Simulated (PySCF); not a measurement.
## GaH2 at several levels of theory

All levels use the PBE0 minimum (doublet; Ga–H 1.593 Å (×2); H–Ga–H 120.5°), basis [Ga def2-TZVP, H def2-TZVP], no relativity, density fitting, no spin–orbit coupling, PySCF. For vertical energies the ionised species is a singlet (spins chosen at PBE0 and kept) and the electron-attached one a singlet. Atomisation goes to high-spin ground-configuration atoms, without zero-point energy. Open shells are unrestricted, also as the reference of the correlated levels. A dash marks a value that was not computed or is not defined at that level.

Z-matrix (Å, degrees; charge 0 multiplicity 2):
```
Ga
H  1 1.5935
H  1 1.5935 2 120.46
```

| level | atomisation (kJ/mol) | vertical IP (eV) | vertical EA (eV) | −ε(HOMO) (eV) | dipole (D) |
| --- | --- | --- | --- | --- | --- |
| CCSD(T) | 457 | 7.86 | 0.42 | – | – |
| HF | 361 | 7.62 | -0.54 | 8.12 | 0.36 |
| MP2 | 441 | 7.86 | 0.24 | – | – |
| PBE0 | 462 | 8.01 | 0.41 | 5.60 | 0.25 |
| PBE | 457 | 7.96 | 0.45 | 4.60 | 0.21 |
| B3LYP | 466 | 8.07 | 0.54 | 5.38 | 0.30 |
| r2SCAN | 484 | 8.15 | 0.40 | 4.96 | 0.26 |
| wB97X | 466 | 7.92 | 0.62 | 7.62 | 0.23 |

For GaH₂ itself CCSD(T) correlates 15 electrons; T1 = 0.015, D1 = 0.046, (T) = -20 kJ/mol.

Question: Which levels differ least and most from CCSD(T) in the atomisation?

Answer: Least: PBE (0 kJ/mol); most: HF (-96 kJ/mol). CCSD(T) atomisation energies in a triple-zeta basis lie tens of kJ/mol low, so this is no ranking by accuracy.

Without diffuse functions attachment energies tend to come out too low.
